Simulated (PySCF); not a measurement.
Bi: excitation energy

Bi [Xe] 4f14 5d10 6s2 6p3 (4S) → Bi [Xe] 4f14 5d10 6s2 6p2 7s1, s spin flipped, as a difference of total energies. Computed with PySCF 2.14 in aug-cc-pVTZ-PP with ECP60MDF (6s5p4d2f, 55 functions), with scalar relativity through the core potential. Correlated levels: valence: 5s2 5p6 5d10 frozen. The calculations carry no spin-orbit coupling.

```tsv
method	excitation energy (eV)
UHF	5.501
PBE	5.302
PBE0	5.452
MN15	5.705
TPSS	5.333
r2SCANh	5.487
PW91	5.340
MP2 (valence)	5.587
SCS-MP2 (valence)	5.467
```

**Question.** Estimate what r2SCAN gives.

**Answer.** 5.455 eV, closest to PBE0 among the rows shown.

**Question.** Estimate what LDA gives.

**Answer.** 5.394 eV, closest to PW91 among the rows shown.

Spin-orbit coupling is strong in these open shells (close to jj coupling). The scalar numbers leave it out and a first-order estimate fails, so it can dominate the gap to the real levels.

The upper determinant mixes two multiplicities, so it lies between the two terms.

The promoted electron is Rydberg-like, and one or two diffuse shells describe it only roughly, which tends to raise the upper state.
